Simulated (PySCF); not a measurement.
A calculated (BLYP, PySCF 2.14, dyall-av3z, scalar relativity by spin-free X2C-1e) atom or ion has these occupied shells.

```csv
shell,electrons,orbital energy (eV),"rms radius, mean of both spins (bohr)"
1s α,1,-3170.1,0.0992
1s β,1,-3169.3,0.0992
2s α,1,-344.81,0.450
2s β,1,-344.13,0.450
2p α,3,-278.28,0.419
2p β,3,-277.31,0.419
3s α,1,-66.990,1.38
3s β,1,-62.771,1.38
3p α,3,-51.292,1.49
```

**Question.** Name the element and its charge.

**Answer.** Ar³⁺ (argon, charge +3), in [Ne] 3s2 3p3, high-spin 4S determinant.
